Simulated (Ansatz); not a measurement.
Computed with Ansatz on PBE0-D4/def2-TZVP structures; ΔE is electronic, products minus reactants. CCSD(T)/CBS adds triple-zeta CCSD(T) − MP2 to the extrapolated MP2 energy (def2 sets, frozen cores). This one scheme is used for every species. DFT in def2-TZVPP. B3LYP here is the variant with VWN-RPA as its local correlation; programs differ in this. Each species was taken in one conformer, which may not be the lowest.

Reaction (cleavage of the Si–P bond): `C[SiH2]P` + `C=CS` → `C=CS[SiH2]C` + PH₃

```csv
level,ΔE (kJ/mol)
r2SCAN-D4,-36.6
PBE0-D4,-35.0
PBE-QIDH,-38.6
BLYP,-34.1
B3LYP,-35.9
r2SCAN0,-36.8
MP2/CBS(def2),-44.2
CCSD/CBS(def2),-39.5
```

(1) What does CCSD(T)/CBS give? (An estimate is asked.)

Largest T1 diagnostic among the species: 0.013.

Results:

(1) Ansatz gave: -39.9 kJ/mol. The listed levels differ from it by 3.3, 4.9, 1.3, 5.8, 4.0, 3.1, -4.3, 0.4 kJ/mol.

The D4 term adds −3.3 kJ/mol with B3LYP and −2.0 kJ/mol with PBE0; it sums over pairs of atoms, weighted by their polarisabilities, and B3LYP, whose exchange is more repulsive, gets the larger term. Leaving LDA and LC-ωPBE aside and taking each functional with its dispersion term where it has one, the values, not all of them listed here, spread over 8.9 kJ/mol, from BHLYP-D4 to PBE-D4.
